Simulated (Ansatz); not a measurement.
Question: Name a neutral molecule of B, C, F, Ga and H with size of the dipole moment (PBE/def2-TZVPP) between 1.65 and 1.95 D and LUMO energy (ωB97M-V/def2-TZVPP) between -0.20 and 0.10 eV (Ansatz, PBE0-D4/def2-TZVP geometry).

Answer: `[BH2][GaH][CH2]CF` (1.94 D, -0.14 eV). Other molecules can fit too; these were computed, each in one conformer that needn't be the lowest.
